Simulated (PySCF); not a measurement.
AlH2, SMILES [AlH2-] (connectivity only; charge and spin as stated), charge -1, multiplicity 1.

The structure is a stationary point at B3LYP-D3(BJ)/def2-TZVPD.

Two levels are set side by side: PBE/def2-TZVPD (PySCF) and B3LYP/def2-TZVPD (PySCF). Same geometry, gas phase. Differences are taken from unrounded values.

| quantity | PBE |
|---|---|
| orbital gap (eV) | 1.42 |
| highest occupied level (eV) | 1.34 |
| lowest empty level (eV) | 2.77 |
| mean polarisability (bohr³) | 101.9 |

**Question.** These are the PBE values. What does B3LYP give? (An estimate is asked for; the answer gives what the named calculation found.)

**Answer.** 
```
quantity                     B3LYP  PBE minus B3LYP
---------------------------  -----  ---------------
orbital gap (eV)              2.64            -1.21
highest occupied level (eV)   0.72             0.63
lowest empty level (eV)       3.35            -0.58
mean polarisability (bohr³)   96.2              5.7
```

PBE's occupied levels lie high since its potential decays too fast outside the molecule; exact exchange lowers them and widens the gap. Loosely held outer electrons make PBE densities more polarisable. Differences between two approximate levels are no errors against the true value.

Rough cost on one machine, each run with all the roots and properties that it gave: B3LYP against PBE within a factor of 2.
